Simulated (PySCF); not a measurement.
Species: CH6AsNSi.
Numbering: `[H]/[N:1]=[CH:2]/[SiH2:3][AsH2:4]` (hydrogens: H5 on N1; H6 on C2; H7, H8 on Si3; H9, H10 on As4)

Method: PBE0-D3(BJ)/def2-SVP geometry optimisation, gas phase in PySCF 2.14.0; density fitting, grid level 1; the optimiser is geomeTRIC in internal coordinates, started from a GFN2-xTB structure with every atom displaced at random (about 0.01 Å).

At the end of the run (lengths in Å): Si3–As4 2.358, As4–H9 1.525, As4–H10 1.525, N1–H5 1.027, Si3–H8 1.497, C2–Si3 1.904, Si3–H7 1.497, C2–N1–H5 111.0°, C2–Si3–As4 112.2°, As4–Si3–H7 110.0°, Si3–As4–H9 89.9°, N1–C2–Si3–As4 -10°, H7–Si3–C2–N1 112°, H6–C2–Si3–As4 171°.

Problem. These geometries were met on the way; a selection of coordinates is given. Order them by energy above the end point, lowest first.
A. Si3–As4 2.348, As4–H9 1.528, As4–H10 1.528, N1–H5 1.033, Si3–H8 1.494, C2–Si3 1.912, Si3–H7 1.496, C2–N1–H5 113.4°, C2–Si3–As4 111.6°, As4–Si3–H7 110.9°, Si3–As4–H9 90.0°, N1–C2–Si3–As4 -1°, H7–Si3–C2–N1 121°, H6–C2–Si3–As4 179°
B. Si3–As4 2.358, As4–H9 1.524, As4–H10 1.525, N1–H5 1.027, Si3–H8 1.497, C2–Si3 1.904, Si3–H7 1.497, C2–N1–H5 111.0°, C2–Si3–As4 112.2°, As4–Si3–H7 110.3°, Si3–As4–H9 90.2°, N1–C2–Si3–As4 -9°, H7–Si3–C2–N1 113°, H6–C2–Si3–As4 172°
C. Si3–As4 2.281, As4–H9 1.477, As4–H10 1.482, N1–H5 0.995, Si3–H8 1.466, C2–Si3 1.917, Si3–H7 1.487, C2–N1–H5 117.3°, C2–Si3–As4 106.8°, As4–Si3–H7 115.3°, Si3–As4–H9 94.0°, N1–C2–Si3–As4 0°, H7–Si3–C2–N1 123°, H6–C2–Si3–As4 180°

Solution. B (0.000 eV), A (0.011 eV), C (0.229 eV).

| step | E above end (eV) | rms distance from the end, all atoms (Å) | largest force (eV/Å) | rms shift of all bonds from the end (Å) |
| --- | --- | --- | --- | --- |
| 9 | 0.000 | 0.008 | 0.021 | 0.000 |
| 1 | 0.011 | 0.077 | 0.366 | 0.005 |
| 0 | 0.229 | 0.146 | 1.964 | 0.037 |

Rows stand in the order of the answer.
